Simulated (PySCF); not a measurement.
## Cl+: ionisation energy

Cl+ [Ne] 3s2 3p4 (3P) → Cl(2+) [Ne] 3s2 3p3 (4S), as a difference of total energies. Computed with PySCF 2.14 in aug-cc-pV(T+d)Z (6s5p4d2f, 55 functions), with no relativity, point nucleus. Correlated levels: valence: [Ne] frozen. The calculations carry no spin-orbit coupling.

| method | ionisation energy (eV) |
| --- | --- |
| UHF | 22.593 |
| LDA | 23.965 |
| PBE0 | 23.844 |
| r2SCAN | 23.812 |
| B2PLYP | 23.730 |
| M06-2X | 23.834 |
| B3LYP | 23.986 |
| M06 | 23.743 |
| SCS-MP2 (valence) | 23.457 |

Task: Estimate what MP2 (valence) gives.

Result: 23.373 eV, closest to SCS-MP2 (valence) among the rows shown.

Task: Estimate what PBE gives.

Result: 23.849 eV, closest to PBE0 among the rows shown.

A first-order spin-orbit estimate (lowest level to lowest level, LS coupling) adds 0.039 eV.

Errors of the correlated levels include the incompleteness of this basis and the frozen core.

For comparison: 23.814 eV (measured; NIST Atomic Spectra Database, ionization energies).
